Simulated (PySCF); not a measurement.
## ZnF, HF: how much the basis matters

PySCF, UHF reference; doublet, unpaired electrons σ ↑; De to Zn + F without counterpoise correction.

```tsv
basis	relativity	functions	Re (Å)	ωe (cm⁻¹)	De (eV)	μ (D)
x2c-SVPall	spin-free X2C	50	1.781	656	1.85	-3.77
jorge-DZP-DKH	spin-free X2C	58	1.783	648	1.94	-3.56
def2-TZVPP	no relativity	95	1.783	633	2.10	-3.38
def2-TZVPPD	no relativity	107	1.784	630	2.14	-3.34
```

Problem. How does each smaller set differ from the one with most functions, def2-TZVPPD?

Solution. x2c-SVPall: -0.3 pm, +4.1 % in ωe, -0.29 eV in De; jorge-DZP-DKH: -0.1 pm, +2.9 % in ωe, -0.20 eV in De; def2-TZVPP: -0.1 pm, +0.5 % in ωe, -0.04 eV in De. All at HF; the set with most functions is neither the basis-set limit nor always the best. The rows treat relativity differently, so the differences are not basis effects alone.

A positive dipole means Zn(−)F(+). Hartree–Fock leaves out correlation, which carries a large part of most bond energies and some tenths to 1 eV of ionisation energies. The state is the lowest determinant that a PBE0 search found; another state may lie lower at other levels.
